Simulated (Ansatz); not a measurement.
Species: H₃AlCl₂Si, SMILES `[SiH3][Al]([Cl])[Cl]` (charge 0, multiplicity 1).

Task: Give a relaxed geometry from PBE-D3(BJ)/def2-TZVP (Ansatz, a quantum-chemistry and plane-wave program).

Result: the end point of this relaxation (outside a Z-matrix the atoms follow the SMILES, hydrogens last).
Cartesian coordinates (Å) in one orientation:
```xyz
7

Si    -1.131     0.013     0.128
Al     1.290    -0.012    -0.167
Cl     2.365    -1.821    -0.259
Cl     2.401     1.771    -0.314
H     -1.450    -0.033     1.591
H     -1.754    -1.178    -0.530
H     -1.721     1.261    -0.448
```
